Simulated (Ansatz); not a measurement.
Calculated with Ansatz (gas phase, PBE0-D4/def2-TZVP geometries, no zero-point term in ΔE). CCSD(T)/CBS adds triple-zeta CCSD(T) − MP2 to the extrapolated MP2 energy (def2 sets, frozen cores). This one scheme is used for every species, atoms too. DFT in def2-TZVPP. No spin–orbit coupling; open shells (•) take unrestricted orbitals. Spin–orbit coupling would lower the free atoms: a little for C, Si; clearly for Ge. For Ge outer-core shells are correlated without core-valence functions, so the limit isn't a true one: a few kJ/mol of doubt a bond, and 10 to 20 or more in all where bonds break to atoms. Scalar relativity is left out up to krypton. Each species was taken in one conformer, which may not be the lowest.

Reaction (atomization): `N[CH]1[SiH2][GeH2]1` → C• + Ge• + 7 H• + N• + Si•

CCSD(T)/CBS gives +821.4 kcal/mol.

**Question.** Another level gave +819.0 kcal/mol. Which?
A. B2PLYP/def2-TZVPP
B. MP2/def2-TZVPP
C. CCSD(T)/def2-TZVPP
D. ωB97M-V/def2-TZVPP

**Answer.** D. ωB97M-V 819.0, CCSD(T)/def2-TZVPP 798.2, B2PLYP 806.8, MP2/def2-TZVPP 799.9 kcal/mol.

Largest T1 diagnostic among the species: 0.012.

The D4 term adds +9.4 kcal/mol with B3LYP and +4.9 kcal/mol with PBE0; it sums over pairs of atoms, weighted by their polarisabilities, and B3LYP, whose exchange is more repulsive, gets the larger term. In def2-TZVPP, CCSD(T) changes the Hartree–Fock value by +230.7 kcal/mol (the triples alone add +12.8 kcal/mol) and MP2 by +232.3 kcal/mol; breaking electron pairs costs correlation energy, which Hartree–Fock lacks. From PBE to PBE0 (25 % exact exchange), in def2-TZVPP and without D4, ΔE moves by −11.0 kcal/mol: exact exchange takes away binding that semilocal exchange gives to molecules.

B3LYP here is the variant with VWN-RPA as its local correlation; programs differ in this.

For atomizations the MP2-based limit and the directly extrapolated one differ by several kJ/mol either way, and by 10 to 25 for some Ge, Se and Sn compounds, so smaller differences from it don't rank the levels.
